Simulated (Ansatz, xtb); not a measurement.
**Relative energy of two isomers of AsH6PSi**

Structure a: `[SiH3][AsH]P`, a singlet. Structure b: `P[SiH2][AsH2]`, a singlet. Both are isolated molecules in the gas phase, relaxed with PBE0-D3(BJ)/def2-SVP; the shapes shown needn't be the lowest conformers.

a (Å):

```xyz
9

As   -1.6878   -1.5403   -1.4137
P    -2.3375   -1.0690    0.8018
Si    0.2878   -0.2384   -1.2324
H     0.9989   -0.4504    0.0647
H     1.1952   -0.5889   -2.3662
H    -0.1019    1.2000   -1.3436
H    -0.9232   -2.8014   -1.0127
H    -2.6288    0.2995    0.5028
H    -3.6991   -1.4590    0.6018
```

b (Å):

```yaml
atoms:
  - { symbol: As, position_ang: [0.8205, -0.6075, 0.6164] }
  - { symbol: P, position_ang: [-2.3067, -1.7590, -1.2659] }
  - { symbol: Si, position_ang: [-1.2509, 0.0254, -0.3509] }
  - { symbol: H, position_ang: [-1.3812, -1.8539, -2.3506] }
  - { symbol: H, position_ang: [-3.2416, -0.9751, -2.0127] }
  - { symbol: H, position_ang: [-2.1195, 0.5643, 0.7399] }
  - { symbol: H, position_ang: [-0.9824, 1.1276, -1.3263] }
  - { symbol: H, position_ang: [1.2581, -1.3188, -0.6616] }
  - { symbol: H, position_ang: [0.2184, -1.8855, 1.1930] }
```

Quicker runs give these differences E(b) − E(a): GFN2-xTB +12.76 kcal/mol; HF/STO-3G +1.43 kcal/mol (at GFN2-xTB geometries); r2SCAN-D4/def2-SVP −1.93 kcal/mol (at GFN2-xTB geometries).

Q: Estimate E(b) − E(a) at the level CCSD(T)/def2-TZVP.

A: Too close to call at this level: CCSD(T)/def2-TZVP gives E(b) − E(a) = −0.85 kcal/mol.

The same difference at several levels:

```csv
level,geometry,E(b) − E(a) (kcal/mol),departure from the last row (kcal/mol),"job, with rough time for the two"
GFN2-xTB,GFN2-xTB,+12.76,+13.62,"optimisation, 0.37 s"
HF/STO-3G,GFN2-xTB,+1.43,+2.29,"single point, 0.84 s"
r2SCAN-D4/def2-SVP,GFN2-xTB,−1.93,−1.08,"single point, 7.5 s"
PBE0-D3(BJ)/def2-SVP,PBE0-D3(BJ)/def2-SVP,−2.06,−1.21,"optimisation, 1.8 min"
HF/def2-TZVP,PBE0-D3(BJ)/def2-SVP,−1.13,−0.28,part of the CCSD(T) run
MP2/def2-TZVP,PBE0-D3(BJ)/def2-SVP,−0.31,+0.54,part of the CCSD(T) run
CCSD(T)/def2-TZVP,PBE0-D3(BJ)/def2-SVP,−0.85,,"single point, 2.5 min"
```

As drawn, b has 1 P–Si, 1 As–H in place of 1 As–P, 1 Si–H.

The largest departure from CCSD(T)/def2-TZVP is that of GFN2-xTB, 13.62 kcal/mol.

With harmonic frequencies from PBE0-D3(BJ)/def2-SVP (ideal gas, rigid rotor, one conformer each, 298.15 K, 1 atm): on the last row, ΔE + ΔZPE = −0.97 kcal/mol. A mode under 50 cm⁻¹ makes harmonic enthalpies and free energies unreliable, so none is given.

The correlated steps freeze 19 core orbitals; the filled d shell of As is correlated, in a basis made for valence electrons. Run with Ansatz 0.2.0, xtb 6.7.1; the last row on 2 threads of AMD EPYC 7571 on a shared host.
